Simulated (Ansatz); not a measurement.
Compare A (`[CH3][Ge@H]1[O][C@@H]1F`) with its isomer B (`[CH3][GeH]([F])[CH]=O`).

Isolated molecules relaxed with PBE0-D4/def2-TZVP in Ansatz; ΔE leaves out vibrations. CBS: MP2 limit from def2 TZ/QZ plus the TZ coupled-cluster correction, frozen cores. DFT in def2-TZVPP. B3LYP here is the variant with VWN-RPA as its local correlation; programs differ in this. For Ge outer-core shells are correlated without core-valence functions, which leaves a few kJ/mol of doubt a bond. Scalar relativity is left out up to krypton. Each species was taken in one conformer, which may not be the lowest.

(1) Which isomer does CCSD(T)/CBS put lower? Give the gap. (Best estimate.)

(2) Give E(B) − E(A) in kcal/mol with B3LYP, CCSD(T)/def2-TZVPP, HF/def2-TZVPP, CCSD/def2-TZVPP, PBE0-D4, MP2/def2-TZVPP, ωB97M-V. (An estimate is asked.)

Largest T1 diagnostic: 0.014.

Results:

(1) The calculation gave: B, by 33.6 kcal/mol.

(2) The calculation gave: B3LYP -35.4, CCSD(T)/def2-TZVPP -35.2, HF/def2-TZVPP -46.1, CCSD/def2-TZVPP -36.9, PBE0-D4 -30.8, MP2/def2-TZVPP -34.6, ωB97M-V -34.1. None reverses the order clearly.

In def2-TZVPP, CCSD(T) changes the Hartree–Fock value by +10.9 kcal/mol (the triples alone add +1.7 kcal/mol) and MP2 by +11.5 kcal/mol. From PBE to PBE0 (25 % exact exchange), in def2-TZVPP and without D4, E(B) − E(A) moves by −1.8 kcal/mol.
